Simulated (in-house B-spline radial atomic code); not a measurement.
Values are calculated unless marked as measured or tabulated.
## Building a PAW d channel for Ta, r_c = 1.65 bohr

Ta, [Xe] 4f14 5d3 6s2, non-relativistic LDA (VWN5) (a model for so heavy an element), spherical and spin-unpolarised, from a B-spline radial code for spherical atoms (atomic units; all potentials screened as in the neutral atom).

Two all-electron partial waves φ1, φ2 are integrated outwards at E1 = ε(5d) = -0.182463 and E2 = E1 + 2 hartree; φ1 is the bound orbital and φ2 has unit norm inside r_c = 1.6536 bohr. Smooth partners are polynomials, r^3(a0 + a1 r² + a2 r⁴ + a3 r⁶), matched to φ and three derivatives at r_c, with no condition on the norm. The local potential is -14.0922 + (12.5049) r² + (-4.65168) r⁴ + (0.640317) r⁶ inside 1.3539 bohr and the all-electron one outside.

```json
{"wave": "1", "φ(r_c)": "0.7269965", "φ'(r_c)": "-0.08067019", "a0": "0.9367713", "a1": "-0.5631727", "a2": "0.1347925", "a3": "-0.01192883"}
{"wave": "2", "φ(r_c)": "0.1918398", "φ'(r_c)": "-3.029516", "a0": "2.581427", "a1": "-1.976352", "a2": "0.5094334", "a3": "-0.04616483"}
```

Inside r_c the overlaps are <φi φj> = [[0.36190, 0.54674], [0.54674, 1.00000]] and, for the smooth waves, [[0.34207, 0.48384], [0.48384, 0.81808]]. With χj = (Ej − T − V_local) applied to smooth wave j, the program's quadrature gives the matrix B_ij = <smooth i, χj> as [[0.17670, 0.31138], [0.43718, 0.91480]].

(1) Check the match of the first wave, and find the augmentation charges q_ij.

(2) B isn't symmetric. Show that D_ij = B_ij + Ej q_ij is.

Solving (T + V_local + Σ p D p) ψ = E (1 + Σ p q p) ψ in a sphere of 9 bohr, whose wall lifts the free-atom level a little, gives these levels:

```
all-electron  one projector  two projectors
   -0.182374      -0.182374       -0.182374
    0.112993       0.112894        0.112992
    0.419070       0.418316        0.419065
    0.878587       0.875268        0.878578
    1.482310       1.471530        1.482310
```

(3) What does the second projector gain?

## Answers

(1) At r_c the four terms are 4.23570, -6.96296, 4.55700, -1.10274, which sum to 0.7270, φ1(r_c) to rounding. q_ij is the all-electron overlap less the smooth one: [[0.01983, 0.06290], [0.06290, 0.18192]]. The smooth first wave has a norm of 0.3421 inside r_c against 0.3619, and q11 > 0 puts back the missing charge.

(2) Integrating by parts gives B12 − B21 = (E1 − E2) q12: 0.31138 − (0.43718) = -0.12580, and −2 × (0.06290) = -0.12580. So D12 = 0.31138 + (1.817537)(0.06290) = 0.42571 and D21 = 0.43718 + (-0.182463)(0.06290) = 0.42571; D11 = 0.17308, D22 = 1.24545. The projectors, p = (B⁻¹)ᵀ χ, are dual to the smooth waves; det B = 0.026.

(3) With one projector the errors are 0.00, -0.10, -0.75, -3.32, -10.78 millihartree. With two the errors are 0.00, 0.00, 0.00, -0.01, 0.00 millihartree. The scattering is exact at E1 and at E2 = 1.818, and over all levels compared the largest error is under 0.01 millihartree. The lowest eigenvalue of the overlap operator is 1 with one and 0.9497 with two projectors. The smooth orbital alone needs a cutoff of 11.9 hartree for 1 millihartree of kinetic energy, against 13.3 for a norm-conserving Troullier-Martins orbital of the same radius.
